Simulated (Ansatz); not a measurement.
Cost and result up the ladder for SnEtF3 (C2H5F3Sn) (11 atoms). Total charge 0; singlet. Geometry: r2SCAN-D4/def2-SVP.

| atom | x (Å) | y (Å) | z (Å) |
| --- | --- | --- | --- |
| Sn1 | -1.1428 | 1.0221 | -0.0469 |
| C2 | -0.1237 | -0.8635 | -0.1185 |
| C3 | 1.3703 | -0.6806 | 0.1227 |
| H4 | -0.3519 | -1.2849 | -1.1101 |
| H5 | -0.6099 | -1.4946 | 0.6418 |
| H6 | 1.8821 | -1.6555 | 0.0694 |
| H7 | 1.8298 | -0.0225 | -0.6305 |
| H8 | 1.5766 | -0.2534 | 1.1160 |
| F9 | -0.3475 | 2.3249 | -1.2264 |
| F10 | -1.0679 | 1.8645 | 1.6863 |
| F11 | -3.0150 | 1.0434 | -0.5038 |

Ansatz on 4 threads of Intel Xeon on a shared host. Times are rough, and most runs start from the orbitals of an earlier one. PBE0-D4/def2-TZVP serves as the yardstick here, not as an exact answer. Differences are given only for rows in sets of like size (and for xTB, whose basis is part of the method), since another set adds its own error. Binding counts from free atoms at the same level (Sn triplet, C triplet, H doublet, F doublet; other spins of the atoms weren't run), without zero-point energy or a counterpoise term.

In the def2 sets Sn takes a core potential; there is no spin–orbit coupling. B3LYP takes the VWN-RPA correlation. HSE06 is defined as in plane-wave codes, on full-range PBE exchange. Correlated methods freeze 9 core orbitals; core or outer-core shells of Sn are correlated, in sets that lack core-valence functions. The rows differ in basis, and correlated rows in double-zeta sets carry the largest basis error.

Correlated methods converge slowly with the basis, most of all in double-zeta sets.

| level | functions | wall time |
| --- | --- | --- |
| PBE-D4/def2-SVP | 121 | 8.6 s |
| PBE-D4/def2-TZVP | 235 | 15 s |
| PBE0-D4/def2-SVP | 121 | 15 s |
| r2SCAN-D4/def2-TZVP | 235 | 22 s |
| B3LYP-D4/def2-TZVP | 235 | 24 s |
| PBE0-D4/def2-TZVP | 235 | 26 s |
| r2SCANh-D4/def2-TZVP | 235 | 33 s |
| MP2/def2-TZVP | 235 | 34 s |
| HSE06-D4/def2-TZVP (with forces) | 235 | 37 s |
| CCSD(T)/def2-SVP | 121 | 85 s |

(1) Estimate what each level gives for the binding energy per atom (eV).

Answers

(1) 
```csv
level,binding energy per atom (eV),difference from PBE0-D4/def2-TZVP (eV)
PBE-D4/def2-SVP,3.92,–
PBE-D4/def2-TZVP,3.94,0.11
PBE0-D4/def2-SVP,3.81,–
r2SCAN-D4/def2-TZVP,3.86,0.03
B3LYP-D4/def2-TZVP,3.83,0.00
PBE0-D4/def2-TZVP,3.83,0.00
r2SCANh-D4/def2-TZVP,3.82,-0.01
MP2/def2-TZVP,3.81,-0.02
HSE06-D4/def2-TZVP (with forces),3.83,0.00
CCSD(T)/def2-SVP,3.62,–
```
